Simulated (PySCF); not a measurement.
Finite-field polarisability of Xe (xenon, neutral)

[Xe], closed-shell 1S. Computed with PySCF 2.14 in aug-cc-pVQZ-PP with one added diffuse shell each of s, p, d, f, g type with ECP28MDF (8s8p6d4f3g, 117 functions), with scalar relativity through the core potential. Frozen: 4s2 4p6 4d10. Energy changes in a uniform field (μhartree):

| axis | F (au) | HF | MP2 | CCSD | CCSD(T) |
| --- | --- | --- | --- | --- | --- |
| x | 0.0027 | -97.533 | -100.227 | -99.384 | -100.099 |
| x | 0.0054 | -390.285 | -401.086 | -397.704 | -400.572 |

Problem. Derive α along x at CCSD(T) from the two fields.

Solution. With ΔE = −αF²/2 − γF⁴/24, α = −(16 ΔE(F) − ΔE(2F))/(6F²) = 27.46 bohr³.

Problem. And the mean polarisability at each level?

Solution. HF 26.75, MP2 27.49, CCSD 27.26, CCSD(T) 27.46 bohr³. Reference: 27.32 ± 0.2 bohr³ (recommended; Schwerdtfeger and Nagle, table of static dipole polarizabilities (2023 update)).

The same two fields give the second hyperpolarisability, to two digits from the fit; its basis error is larger: HF 5800, MP2 6700, CCSD 6400, CCSD(T) 6700 au.
